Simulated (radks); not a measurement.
Results of a calculation; reference values are marked as such.
Species: Xe24+. Configuration: [Ar] 3d10 4s2 (the NIST ground configuration). Level of theory: non-relativistic Kohn-Sham, TPSS, spin-polarised, spherical densities, point nucleus; meta-GGA in the generalised Kohn-Sham scheme; relativity is left out, which matters for an element this heavy (a radial shooting solver on a logarithmic mesh with Libxc functionals).

Unscreened Slater integrals over Kohn-Sham orbitals (cm^-1). They are taken over the spin-up orbitals. Empty in this configuration: 4p.

| integral | value |
|---|---|
| F0(4s,4s) | 301780 |
| F0(4s,3d) | 381200 |
| G2(4s,3d) | 34381 |
| F0(4s,3p) | 374750 |
| G1(4s,3p) | 36955 |
| F0(4s,3s) | 372340 |
| G0(4s,3s) | 27679 |
| F0(4s,4p) | 300490 |
| G1(4s,4p) | 204460 |
| F0(3d,3d) | 725830 |
| F2(3d,3d) | 367860 |
| F4(3d,3d) | 236150 |
| F0(3d,3p) | 677060 |
| F2(3d,3p) | 326700 |
| G1(3d,3p) | 361000 |
| G3(3d,3p) | 236700 |
| F0(3d,3s) | 662710 |
| G2(3d,3s) | 264030 |
| F0(3d,4p) | 380530 |
| F2(3d,4p) | 106400 |
| G1(3d,4p) | 35056 |
| G3(3d,4p) | 35048 |
| F0(3p,3p) | 647370 |
| F2(3p,3p) | 327630 |
| F0(3p,3s) | 635110 |
| G1(3p,3s) | 413630 |
| F0(3p,4p) | 373880 |
| F2(3p,4p) | 114310 |
| G0(3p,4p) | 30424 |
| G2(3p,4p) | 37105 |
| F0(3s,3s) | 625030 |
| F0(3s,4p) | 371040 |
| G1(3s,4p) | 31376 |
| F0(4p,4p) | 299340 |
| F2(4p,4p) | 157450 |
